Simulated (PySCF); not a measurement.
One molecule, one basis, several functionals.

Compound: CH5ClF2Si2.
SMILES: `F[SiH](F)[C@H]([SiH3])Cl`

Torsions of this conformer, `[F:1][SiH:2]([F:3])[C@H:4]([SiH3:5])[Cl:6]`: F1–Si2–C4–Si5 -48°.

PySCF, pcSseg-1 basis, density fitting, gas phase, PBE0-D3(BJ)/def2-SVP geometry. One functional is left out:

```json
{"functional": "B97-D", "exact exchange (%)": "0", "HOMO energy (eV)": "-7.18", "LUMO energy (eV)": "-1.47", "dipole moment (D)": "1.419"}
{"functional": "BLYP", "exact exchange (%)": "0", "HOMO energy (eV)": "-7.02", "LUMO energy (eV)": "-1.41", "dipole moment (D)": "1.378"}
{"functional": "BP86", "exact exchange (%)": "0", "HOMO energy (eV)": "-7.30", "LUMO energy (eV)": "-1.69", "dipole moment (D)": "1.402"}
{"functional": "LDA", "exact exchange (%)": "0", "HOMO energy (eV)": "-7.33", "LUMO energy (eV)": "-1.84", "dipole moment (D)": "1.475"}
{"functional": "OPBE", "exact exchange (%)": "0", "HOMO energy (eV)": "-7.19", "LUMO energy (eV)": "-1.50", "dipole moment (D)": "1.398"}
{"functional": "PBE", "exact exchange (%)": "0", "HOMO energy (eV)": "-7.18", "LUMO energy (eV)": "-1.59", "dipole moment (D)": "1.390"}
{"functional": "B3LYP", "exact exchange (%)": "20", "HOMO energy (eV)": "-8.29", "LUMO energy (eV)": "-0.78", "dipole moment (D)": "1.498"}
{"functional": "B97-2", "exact exchange (%)": "21", "HOMO energy (eV)": "-8.31", "LUMO energy (eV)": "-0.63", "dipole moment (D)": "1.525"}
{"functional": "mPW1PW91", "exact exchange (%)": "25", "HOMO energy (eV)": "-8.60", "LUMO energy (eV)": "-0.60", "dipole moment (D)": "1.545"}
{"functional": "BHandHLYP", "exact exchange (%)": "50", "HOMO energy (eV)": "-9.80", "LUMO energy (eV)": "0.52", "dipole moment (D)": "1.627"}
```

**Question.** Predict the row of PBE0 (25 % exact exchange) by straight lines through the other rows, and check it.

**Answer.** 
| property | line | computed | computed − line | mPW1PW91 (25 %), for comparison |
| --- | --- | --- | --- | --- |
| HOMO energy (eV) | -8.53 | -8.56 | -0.03 | -8.60 |
| LUMO energy (eV) | -0.54 | -0.59 | -0.05 | -0.60 |
| dipole moment (D) | 1.527 | 1.528 | +0.001 | 1.545 |

**Question.** Which of these properties follows the share of exact exchange most closely, and which least?

**Answer.** Most closely the HOMO energy, least the dipole moment; the correlations over the tabulated rows are HOMO energy -0.995, LUMO energy 0.985, dipole moment 0.943. The HOMO energy moves by -0.527 eV for every 10 %. Functionals with the same share still differ in their other parts: at 0 % BLYP and LDA differ by 0.31 eV in it.
